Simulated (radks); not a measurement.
Isoelectronic series with 55 electrons, all held in the configuration [Xe] 6s1, which need not be the ground one along the series. Calculated with a radial shooting solver on a logarithmic mesh with Libxc functionals: scalar-relativistic Kohn-Sham, PBE, spin-polarised, spherical densities, finite nucleus; open shells are filled with parallel spins first (spin-orbit coupling, left out, can overturn this in heavy ions); Fermi nuclear charge, rms radius of each element as measured or else 0.836 A^(1/3) + 0.57 fm. Total energies (hartree) and mean radii <r> (bohr):

ion   E (hartree)  6s up  5p down  5p up
Cs     -7786.6387  5.616    2.082  2.093
Ba+    -8135.0397  4.307    1.907  1.916
La2+   -8492.2459  3.667    1.767  1.775
Ce3+   -8858.2861  3.251    1.652  1.659
Pr4+   -9233.2032  2.947    1.555  1.561
Nd5+   -9617.0418  2.710    1.471  1.476
Pm6+  -10009.8478  2.518    1.398  1.402
Sm7+  -10411.6646  2.357    1.333  1.336
Eu8+  -10822.5870  2.220    1.274  1.278
Gd9+  -11242.6529  2.101    1.222  1.225
